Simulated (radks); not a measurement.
Spherical quantum dot in the effective-mass picture: electrons in a parabolic well V = omega^2 r^2 / 2 with omega = 1.55, with a point charge +1 (a donor) at the centre, all in effective atomic units (hartree* = m*/eps^2 hartree, bohr* = eps/m* bohr), one dielectric constant everywhere. Method: non-relativistic Kohn-Sham, PBEsol, spin-polarised, spherical densities; computed with a radial shooting solver with Libxc functionals. Levels are named by radial order and angular momentum (1s, 1p, 1d, 2s, ...), and open shells are averaged over m. Results are scaled to m* = 0.21 and eps = 11.6, for which hartree* = 42.47 meV and bohr* = 2.923 nm. Each electron was tried in the lowest free levels, single moves between levels near the top were tried too, and the lowest total energy was kept; such a search can miss a lower state. At N = 1 the Hartree and exchange-correlation terms need not cancel, so that row can carry a self-interaction error.

N        open shells  2S  E (meV)  mu = E(N) - E(N-1) (meV)  addition energy mu(N+1) - mu(N) (meV)  e(HOMO) (meV)  rms radius (nm)
1   1s(up 1, down 0)   1  32.7358                    32.736                                  47.67         51.194            2.426
2               none   0  113.141                    80.406                                  109.3         97.381            2.594
3   1p(up 1, down 0)   1  302.823                    189.68                                  26.12         202.52            3.068
4   1p(up 2, down 0)   2  518.626                    215.80                                  26.69         229.15            3.323
5   1p(up 3, down 0)   3  761.118                    242.49                                  34.45         255.79            3.502
6   1p(up 3, down 1)   2  1038.06                    276.95                                  23.93         288.74            3.653
7   1p(up 3, down 2)   1  1338.94                    300.87                                  24.40         313.06            3.778
8               none   0  1664.21                    325.28                                  67.24         337.47            3.888
9   2s(up 1, down 0)   1  2056.73                    392.52                                  25.17         403.52            4.050
10              none   0  2474.41                    417.69                                  26.40         428.54            4.189
11  1d(up 1, down 0)   1  2918.50                    444.08                                  20.62         454.40            4.312
12  1d(up 2, down 0)   2  3383.20                    464.70                                  20.52         474.98            4.422
13  1d(up 3, down 0)   3  3868.41                    485.22                                  20.37         495.43            4.521
14  1d(up 4, down 0)   4  4374.01                    505.59                                  20.21         515.73            4.611
15  1d(up 5, down 0)   5  4899.81                    525.80                                  25.35         535.84            4.696
16  1d(up 5, down 1)   4  5450.96                    551.15                                  19.22         560.76            4.777
17  1d(up 5, down 2)   3  6021.32                    570.36                                  19.16         579.96            4.853
18  1d(up 5, down 3)   2  6610.84                    589.52                                  19.06         599.07            4.925
19  1d(up 5, down 4)   1  7219.43                    608.58                                  18.94         618.07            4.994
20              none   0  7846.95                    627.52                                  60.53         636.94            5.059
21  1f(up 1, down 0)   1  8535.00                    688.05                                  17.37         696.75            5.142
22  1f(up 2, down 0)   2  9240.42                    705.42                                  17.30         714.08            5.219
23  1f(up 3, down 0)   3  9963.14                    722.72                                  17.21         731.34            5.292
24  1f(up 4, down 0)   4  10703.1                    739.93                                  17.12         748.51            5.362
25  1f(up 5, down 0)   5  11460.1                    757.06                                  17.03         765.59            5.429
26  1f(up 6, down 0)   6  12234.2                    774.08                                  16.93         782.56            5.492
27  1f(up 7, down 0)   7  13025.2                    791.01                                  21.43         799.44            5.553
28  1f(up 7, down 1)   6  13837.7                    812.44                                  16.38         820.64            5.613
29  1f(up 7, down 2)   5  14666.5                    828.82                                  16.33         837.00            5.670
30  1f(up 7, down 3)   4  15511.6                    845.16                                  16.27         853.30            5.726
31  1f(up 7, down 4)   3  16373.1                    861.43                                      -         869.54            5.780

All shells are closed at N = 2, 8, 10, 20 (there: 1s2 1p6 1d10 2s2); the second difference of the energy has clear peaks (12 % above both neighbours; the first and last values, which can be the largest, are not judged, and half-filled shells can peak too) at N = 2, 5, 8, 15, 20, 27.
